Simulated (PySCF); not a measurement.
Vertical excitations of a molecule C4H2ClF3 from TDA-PBE/def2-SVPD (PySCF 2.14.0), as energy in eV (oscillator strength): 4.43 (0.000), 5.62 (0.002), 6.14 (0.000), 6.27 (0.055), 6.33 (0.000), 6.65 (0.002), 6.99 (0.004), 7.16 (0.505), 7.28 (0.296), 7.37 (0.031). Lowest triplet (TDA): 4.01 eV. The structure is a stationary point at PBE0-D3(BJ)/def2-SVP. The values are those of a single conformer.

**Question.** Identify the compound among the candidates.
A) C=C(F)/C(F)=C(/F)Cl
B) FC(Cl)=C=CC(F)F
C) FC(=C=CCl)C(F)F
D) FC(F)(F)C=C=CCl

**Answer.** D, FC(F)(F)C=C=CCl
